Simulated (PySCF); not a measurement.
## BAs at ROHF-CCSD(T)

Level: ROHF-CCSD(T). basis B cc-pVDZ, As cc-pVDZ-PP with ECP10; scalar-relativistic core potentials; PySCF 2.14.

```
state                          : ³Π (triplet), unpaired electrons σ ↑, π ↑
bond length                    : 1.885 Å
harmonic wavenumber            : 773 cm⁻¹
force constant                 : 3.38 mdyn/Å
rotational constant Be         : 0.4941 cm⁻¹
anharmonicity ωexe             : 4.91 cm⁻¹
vibration–rotation constant αe : 0.00401 cm⁻¹
well depth De to B + As        : 2.29 eV
dissociation energy D0         : 2.25 eV
```

Correlated steps freeze 5 core orbitals. Correlated levels converge slowly with the basis: in double zeta they bind strong bonds too weakly, by up to about 1 eV, and carry superposition errors of some tenths. Spin–orbit coupling is left out. The state was picked by a PBE0 search and need not be the measured ground state.
